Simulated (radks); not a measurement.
The numbers below are computed, except where a source is named.
All-electron atom: Ga in [Ar] 3d10 4s2 4p1.

Level of theory: Dirac Kohn-Sham, PBE, spin-unpolarised, spherical densities, finite nucleus; open shells are shared between the two j in proportion to 2j + 1; Fermi nuclear charge, rms radius 3.9973 fm (a radial shooting solver on a logarithmic mesh with Libxc functionals).

Energy parts (hartree):
part                       energy
total                 -1944.00807
kinetic                1982.59712
electron-nucleus      -4690.64482
Hartree                 839.57755
exchange-correlation    -75.53792

Orbitals (lengths in bohr, moments of r in powers of bohr; r(max) is where P^2 peaks):
| orbital | occ. | eigenvalue (hartree) | r(max) | <r> | small-component weight |
|---|---|---|---|---|---|
| 1s1/2 | 2 | -375.8329 | 0.03178 | 0.04860 | 1.25e-02 |
| 2s1/2 | 2 | -46.37121 | 0.1825 | 0.2176 | 2.41e-03 |
| 2p1/2 | 2 | -41.04842 | 0.1445 | 0.1883 | 2.40e-03 |
| 2p3/2 | 4 | -40.03214 | 0.1474 | 0.1918 | 2.36e-03 |
| 3s1/2 | 2 | -5.44176 | 0.5646 | 0.6517 | 5.45e-04 |
| 3p1/2 | 2 | -3.72173 | 0.5614 | 0.6719 | 4.95e-04 |
| 3p3/2 | 4 | -3.58848 | 0.5697 | 0.6826 | 4.82e-04 |
| 3d3/2 | 4 | -0.71396 | 0.5317 | 0.8068 | 3.47e-04 |
| 3d5/2 | 6 | -0.69700 | 0.5347 | 0.8132 | 3.43e-04 |
| 4s1/2 | 2 | -0.32880 | 1.895 | 2.343 | 5.07e-05 |
| 4p1/2 | 0.333333 | -0.09765 | 2.507 | 3.380 | 2.44e-05 |
| 4p3/2 | 0.666667 | -0.09340 | 2.555 | 3.449 | 2.35e-05 |

The highest occupied level is 4p3/2 at -2.542 eV. The density falls to 0.001 e/bohr^3 at r = 4.41 bohr. The electron density at the nucleus is 2.825e+04 e/bohr^3. Summed over all electrons, <r^2> = 40.28 bohr^2, which gives a Langevin (diamagnetic) susceptibility term of -31.9 x 10^-6 cm^3/mol.
